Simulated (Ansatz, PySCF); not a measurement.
Reaction (SMILES): CN (CH5N) [methanamine] → C[NH] + H atom (the H-N bond at the site shown breaks; other sites are not compared here)
Geometries: B3LYP-D3(BJ)/def2-TZVP minima from Ansatz (a quantum-chemistry and plane-wave program).
Geometry of the first species:
```
C
H 1 1.0912
H 1 1.0912 2 107.19
H 1 1.0988 2 107.88 3 -115.94
N 1 1.4624 2 109.21 3 118.20
H 5 1.0129 1 110.75 2 -179.27
H 5 1.0129 6 106.88 1 120.72
```
Charge 0, spin multiplicity 1.

Property: bond dissociation energy (0 K, with B3LYP-D3(BJ) harmonic zero-point energies from PySCF), in kJ/mol. Valence correlation only, unless marked. Open shells are spin-unrestricted. No spin-orbit coupling. Non-relativistic. CBS marks a two-point X^-3 extrapolation of the correlation energy; Hartree-Fock from the larger set. [CCSD(T)-MP2]/basis is that difference in the basis named.

RI-MP2/CBS(aug-cc-pVTZ,aug-cc-pVQZ)+[CCSD(T)-MP2]/aug-cc-pVTZ (Ansatz) gives 412.6 kJ/mol.

Problem. Another calculation gave 391.2 kJ/mol. Which level was it?
(A) HF/def2-TZVPD (PySCF)
(B) SVWN5/def2-TZVPD (Ansatz)
(C) PBE/def2-TZVPD (Ansatz)
(D) MN15/def2-TZVPD (PySCF)

Solution. C, PBE/def2-TZVPD (Ansatz). The others give 405.1 (MN15), 450.7 (SVWN5), 281.1 (HF) kJ/mol.
